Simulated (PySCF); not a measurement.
**Vibration and rotation of CsP**

UHF-CCSD(T) constants of CsP, ³Σ⁻ (triplet), unpaired electrons π ↑↑ (basis Cs def2-TZVPP with ECP46, P def2-TZVPP; scalar-relativistic core potentials; PySCF 2.14; masses 132.9054 and 30.9738 u):

```
ωe           : 161.9 cm⁻¹
ωexe         : 0.563 cm⁻¹
Be           : 0.060818 cm⁻¹
αe           : 0.000305 cm⁻¹
De to Cs + P : 1.03 eV
```

Question: What force constant and bond length do these constants imply?

Answer: Reduced mass μred = 25.120 u; k = 5.8918×10⁻⁷·μred·ωe² (u, cm⁻¹, mdyn/Å) = 0.388 mdyn/Å; Re = √(16.8576/(μred·Be)) (u, cm⁻¹, Å) = 3.322 Å.

Question: Estimate the centrifugal constant D from the Kratzer relation and find the Dunham coefficient a1.

Answer: D = 4Be³/ωe² = 3.43e-08 cm⁻¹; a1 = −1 − αeωe/(6Be²) = -3.23.

Correlated steps freeze 5 core orbitals. These are scalar-relativistic numbers at best; spin–orbit coupling would shift them, the dissociation energy most. The state is the lowest determinant that a PBE0 search found; another state may lie lower at other levels.
